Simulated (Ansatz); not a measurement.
`OC[SiH2][AsH2]` + CH₄ → `C[SiH2][AsH2]` + CH₃OH at 600 K and 1 bar (formal exchange of groups at the Si–C bond).

Program: Ansatz. Geometries: PBE0-D4/def2-TZVP. ΔE: electronic, gas phase. CCSD(T)/CBS is the MP2 limit (def2-TZVPP, def2-QZVPP) plus CCSD(T) − MP2 in def2-TZVPP, frozen cores. This one scheme is used for every species. For As outer-core shells are correlated without core-valence functions, which leaves a few kJ/mol of doubt a bond. Scalar relativity is left out up to krypton. Each species was taken in one conformer, which may not be the lowest.

```json
{"species": "`OC[SiH2][AsH2]`", "CCSD(T)/CBS energy (Eh)": "-2641.51101", "H − E (kJ/mol)": "261.4", "S (J/(mol·K))": "457.2"}
{"species": "CH₄", "CCSD(T)/CBS energy (Eh)": "-40.46206", "H − E (kJ/mol)": "140.4", "S (J/(mol·K))": "215.7"}
{"species": "`C[SiH2][AsH2]`", "CCSD(T)/CBS energy (Eh)": "-2566.35921", "H − E (kJ/mol)": "239.3", "S (J/(mol·K))": "417.4"}
{"species": "CH₃OH", "CCSD(T)/CBS energy (Eh)": "-115.61712", "H − E (kJ/mol)": "163.6", "S (J/(mol·K))": "277.3"}
```

H − E and S are ideal-gas, rigid-rotor, harmonic terms from PBE0-D4/def2-TZVP, for one conformer and one mirror image of each species. 1 Eh = 2625.50 kJ/mol, R = 8.31446 J/(mol·K).

**Question.** By hand: ΔE, ΔH, ΔS and ΔG.

**Answer.** ΔE = (-2566.35921) + (-115.61712) − (-2641.51101) − (-40.46206) = -0.00326 Eh = -8.6 kJ/mol. Δ(H − E) = 239.3 + 163.6 − 261.4 − 140.4 = 1.1, so ΔH = -7.5 kJ/mol. ΔS = 417.4 + 277.3 − 457.2 − 215.7 = 21.8 J/(mol·K). ΔG = -7.5 − 600 × (21.8)/1000 = -20.6 kJ/mol.

**Question.** By hand: the equilibrium constant, and the temperature at which ΔG would vanish if ΔH and ΔS stayed fixed.

**Answer.** log₁₀ K = −ΔG/(RT ln 10) = 1.8. ΔH and −TΔS have one sign here, so there is no such temperature.

TΔS isn't small against ΔH here. A doubt of 5 kJ/mol in ΔE shifts log₁₀ K by 0.4 here. Other conformers and mirror images would add mixing entropy, several J/(mol·K) or more a flexible species. These are equilibria of isolated gas molecules and say nothing of rates. Largest T1 diagnostic: 0.011 (customary marks: 0.02 for closed shells, 0.045 for open ones).
